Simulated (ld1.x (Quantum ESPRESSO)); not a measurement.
# Sn (Z = 50): excitation energies, all-electron against TM

Sn (Z = 50), norm-conserving Troullier–Martins (Kleinman–Bylander form), made with ld1.x (Quantum ESPRESSO) 7.5 (LDA (PZ), scalar-relativistic). Core [Kr], reference 4d10 5s2 5p1.5 (charge +0.5). Waves: 5s (bound): rc 2.05 bohr; 5p (bound): rc 2.25 bohr; 4d (bound): rc 1.05 bohr. Local part: the d channel. Core correction: none.

Energies are relative to the spin-unpolarised reference configuration 4d10 5s2 5p1.5; without spin polarisation the order of configurations can differ from experiment. Spin-polarised rows fill each open shell by Hund’s rule, majority spin first.

```csv
valence configuration,charge,ΔE all-electron (eV),error AE − PS (meV)
4d10 5s2 5p2,0,-2.716,+0.9
4d10 5s2 5p1,+1,4.382,-0.8
4d10 5s2 5p0,+2,18.646,-0.9
4d10 5s0 5p0,+4,91.655,+44
4d10 5s1 5p2,+1,12.116,+0.3
4d9 5s2 5p3,0,21.632,-214
4d10 5s2 5p1.5 (spin-polarised),+0.5,-0.304,+5.4
4d10 5s2 5p2 (spin-polarised),0,-3.191,+8.5
```

Task: What are ΔE and the potential's error for 4d10 5s2 5p2.3?

Result: ΔE = -3.615 eV all-electron; the error (AE − PS) is +1.3 meV.

Levels in the configuration 4d10 5s2 5p0:

```
level  all-electron (eV)  pseudo (eV)
   4d            -43.385      -43.270
   5s            -26.534      -26.522
```

Note: ghost states, extra bound levels that the all-electron valence spectrum of the same l lacks: s at -211.7 eV, p at -74.7 eV. A true bound ghost makes a file unfit for plane-wave use.
